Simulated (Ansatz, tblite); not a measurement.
Spin states of the cluster Cu₄Cl₄, each relaxed with r2SCAN-D4/def2-SVP in Ansatz. Electronic energies in the gas phase.

The 6-31G sets use Cartesian d functions. The xTB rows come from tblite. B3LYP takes the VWN-RPA correlation. The structure comes from a short search, and lower isomers may exist.

Singlet geometry (D2 within 0.1 Å):

```xyz
8

Cu    0.0471    1.1484    1.6891
Cu   -0.0470   -1.1486   -1.6890
Cu    1.2561    0.4756   -0.3584
Cu   -1.2560   -0.4757    0.3586
Cl    2.1905    0.8846    1.6209
Cl    1.1780    0.3910   -2.5821
Cl   -2.1034    1.2379    1.5002
Cl   -1.2653   -2.5133   -0.5393
```

Triplet geometry (D2h within 0.1 Å):

```xyz
8

Cu   -0.390   -1.847    0.830
Cu    0.395    1.844   -0.833
Cu    0.707    0.291    0.979
Cu   -0.715   -0.287   -0.974
Cl    0.870   -1.347    2.571
Cl    1.657    2.374    0.897
Cl   -1.659   -2.372   -0.895
Cl   -0.865    1.345   -2.574
```

Quintet geometry (Cs within 0.1 Å):

```xyz
8

Cu    1.509    1.695    0.246
Cu   -0.548   -1.946    0.263
Cu    0.321   -0.259   -1.137
Cu   -0.637    0.299    0.988
Cl    0.937    1.686   -2.049
Cl    0.356   -2.522   -1.689
Cl   -0.530    2.531    1.109
Cl   -1.409   -1.485    2.268
```

⟨S²⟩: triplet 2.01 at PBE0-D4/def2-TZVP (pure 2.00), quintet 6.01 at PBE0-D4/def2-TZVP (pure 6.00).

Only these spin states were relaxed.

```tsv
level	triplet − singlet (kcal/mol)	quintet − singlet (kcal/mol)	lowest of these
GFN1-xTB	33.4	118.7	singlet
HF/6-31G	4.6	34.8	singlet
PBE-D4/def2-TZVP	42.0	129.4	singlet
r2SCAN-D4/def2-TZVP	42.5	129.9	singlet
r2SCANh-D4/def2-TZVP	47.9	135.6	singlet
B3LYP-D4/6-31G	26.2	89.4	singlet
PBE0-D4/def2-TZVP	55.9	144.9	singlet
BHLYP-D4/def2-TZVP	63.1	143.1	singlet
```

Change of the quintet − singlet gap on mixing in exact exchange, in kcal/mol: PBE to PBE0 (25 % exact exchange) 15.5; r2SCAN to r2SCANh (10 % exact exchange) 5.6.

The xTB methods have no spin-polarisation term.
